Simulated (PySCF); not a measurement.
# How methods differ on the ionisation energy of N²⁺

N²⁺ [He] 2s2 2p1 (2P) → N³⁺ [He] 2s2 (1S), as a difference of total energies. Computed with PySCF 2.14 in x2c-TZVPall, with the spin-free X2C one-electron Hamiltonian (Gaussian nucleus). Correlated levels: valence: 1s2 frozen. The calculations carry no spin-orbit coupling.

```tsv
method	ionisation energy (eV)
UHF	47.293
PBE	48.018
M06-2X	47.602
MP2 (valence)	47.461
SCS-MP2 (valence)	47.414
CCSD (valence)	47.210
CCSD(T) (valence)	47.238
```

**Question.** How much does correlation contribute at CCSD(T) (valence)?

**Answer.** 47.238 − (47.293) = -0.055 eV, measured against UHF.

Errors of the correlated levels include the incompleteness of this basis and the frozen core.

The coupled-cluster amplitudes are large for N³⁺ (T1 above 0.03 or a double amplitude above 0.15), so a single reference is strained.

For comparison: 47.445 eV (semi-empirical (NIST evaluation); NIST Atomic Spectra Database, ionization energies).
